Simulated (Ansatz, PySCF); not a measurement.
CClF3. Atoms are numbered in the order given.

```xyz
5

F      1.0776     0.6222     0.8118
C      0.0000     0.0000     0.3559
F      0.0000    -1.2443     0.8118
F     -1.0776     0.6222     0.8118
Cl     0.0000     0.0000    -1.4150
```
Charge 0, spin multiplicity 1.

The structure is a stationary point at r2SCAN-D4/def2-SVP.

Vertical ionisation energy (IE) and electron affinity (EA) in eV. Rows of orbital energies are one-electron estimates. Where ΔSCF, EOM or ADC give a negative EA the extra electron is unbound and the value depends on the basis.

| level | IE | EA |
|---|---|---|
| −ε(HOMO), −ε(LUMO), M06-2X/def2-TZVP (PySCF) | 11.54 | -1.03 |
| ΔSCF, ωB97X-V/def2-TZVPD (Ansatz), final states of multiplicity 2 and 2 | 12.99 | -1.20 |

### Question
What vertical singlet–triplet gap does ΔSCF give with ωB97X-V/def2-TZVPD (Ansatz, an electronic-structure program)? (An estimate is asked for; the answer gives what the named calculation found.)

### Answer
7.15 eV (triplet above singlet where positive).
